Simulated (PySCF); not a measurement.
```xyz
7

B     -1.2973    -0.2958     0.0270
O      0.0002    -0.0009     0.0005
B      1.2973     0.2957    -0.0271
H     -1.8152    -0.4978     1.0877
H     -1.8926    -0.3469    -1.0108
H      1.6216     1.4463     0.0435
H      2.0860    -0.6006    -0.1209
```

Charge 0, multiplicity 1.

Question: Give the Mulliken and meta-Löwdin atomic charges from PySCF with PBE0-D3(BJ)/def2-TZVP.

Answer: 
```csv
atom,Mulliken (e),meta-Löwdin (e)
B1,0.09,0.13
O2,-0.20,-0.28
B3,0.09,0.13
H4,0.01,0.00
H5,0.01,0.00
H6,0.01,0.00
H7,0.01,0.00
```
